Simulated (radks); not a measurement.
Problem. All-electron atom: Ho II in [Xe] 4f11 6s1. All-electron calculation, scalar-relativistic Kohn-Sham, PBE, spin-polarised, spherical densities, point nucleus; open shells are filled with parallel spins first (spin-orbit coupling, left out, can overturn this in heavy ions). Program: a radial shooting solver on a logarithmic mesh with Libxc functionals. Some entries of the table are withheld. Estimate them.

| orbital | occ. | eigenvalue (hartree) | <1/r> (bohr^-1) | r(max) (bohr) |
|---|---|---|---|---|
| 1s up | 1 | -2039.856 | 76.07 | 0.01311 |
| 1s down | 1 | -2039.855 | 76.07 | 0.01311 |
| 2s up | 1 | -341.3877 | 17.69 | 0.07461 |
| 2s down | 1 | -341.3865 | 17.69 | 0.07461 |
| 2p up | 3 | -302.4384 | 16.38 | 0.06061 |
| 2p down | 3 | -302.4375 | 16.38 | 0.06061 |
| 3s up | 1 | -76.44681 | 6.516 | 0.2112 |
| 3s down | 1 | -76.40203 | 6.519 | 0.2112 |
| 3p up | 3 | -64.54674 | 6.097 | 0.2077 |
| 3p down | 3 | -64.50206 | 6.099 | 0.2077 |
| 3d up | 5 | -49.45403 | 5.781 | 0.1696 |
| 3d down | 5 | -49.41991 | 5.783 | 0.1696 |
| 4s up | 1 | -15.32857 | 2.750 | 0.4837 |
| 4s down | 1 | -15.23169 | 2.749 | 0.4837 |
| 4p up | 3 | -11.41317 | 2.518 | 0.5055 |
| 4p down | 3 | -11.31750 | 2.517 | 0.5054 |
| 4d up | 5 | -6.12715 | 2.222 | 0.5229 |
| 4d down | 5 | -6.03271 | 2.220 | 0.5229 |
| 5s up | 1 | -2.11377 | 1.041 | 1.133 |
| 5s down | 1 | -2.06411 | 1.033 | 1.138 |
| 5p up | 3 | -1.20764 | 0.8622 | 1.296 |
| 5p down | 3 | -1.16892 | 0.8553 | 1.305 |
| 4f up | 7 | (1) | 1.610 | 0.5233 |
| 6s up | 1 | (2) | (3) | 3.184 |
| 4f down | 4 | (4) | 1.585 | 0.5246 |
| 6s down | 0 | (5) | (6) | 3.175 |
| 5d up | 0 | -0.26111 | 0.4711 | 1.997 |
| 5d down | 0 | -0.22976 | 0.4761 | 1.990 |
| 6p up | 0 | -0.21117 | 0.2639 | 4.086 |
| 6p down | 0 | -0.17127 | 0.2657 | 4.027 |

Solution. 
(1) 4f up eigenvalue (hartree): -0.39001
(2) 6s up eigenvalue (hartree): -0.34271
(3) 6s up <1/r> (bohr^-1): 0.3441
(4) 4f down eigenvalue (hartree): -0.30671
(5) 6s down eigenvalue (hartree): -0.30618
(6) 6s down <1/r> (bohr^-1): 0.3478
